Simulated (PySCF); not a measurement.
**Stretching RhH**

Set-up: PySCF, spin-free X2C with a Gaussian nucleus, basis sets H x2c-TZVPPall, Rh x2c-TZVPPall. Energies in eV from H + Rh (4d8 5s1) in their ground configurations at the same level. State: ³Δ (triplet), unpaired electrons σ ↑, δ ↑.

```tsv
R (Å)	HSE06	BLYP
1.334	-2.391	-2.639
1.396	-2.667	-2.928
1.458	-2.825	-3.096
1.504	-2.885	-3.162
1.551	-2.904	-3.186
1.597	-2.891	-3.177
1.660	-2.835	-3.125
1.737	-2.718	-3.012
1.830	-2.531	-2.831
1.954	-2.238	-2.545
```

Put a parabola through the three lowest points of the HSE06 curve and estimate Re, k and ωe (reduced mass 0.9981 u; 1 eV/Å² = 0.16022 mdyn/Å; ωe = 1302.8·√(k/μ) cm⁻¹).

Through R = 1.504, 1.551, 1.597 Å the second-order coefficient is 7.39 eV/Å², so Re ≈ 1.555 Å, k ≈ 2.37 mdyn/Å and ωe ≈ 2006 cm⁻¹. A polynomial fit of higher order to the unrounded HSE06 energies gives Re = 1.554 Å, k = 2.34 mdyn/Å, ωe = 1996 cm⁻¹; anharmonicity and rounding make the difference.

The higher-order fit for each curve: HSE06: Re = 1.554 Å, ωe = 1996 cm⁻¹, De = 2.90 eV; BLYP: Re = 1.560 Å, ωe = 1993 cm⁻¹, De = 3.19 eV.

The metal atom is held in its measured ground configuration; semilocal functionals can put another filling of s and d lower by some tenths of an eV, and De to that atom would be smaller. Spin–orbit coupling is left out, which matters for elements this heavy, above all for dissociation energies. The state is the lowest single determinant that the PBE0 search found; with open d or f shells the true ground state can be another one.
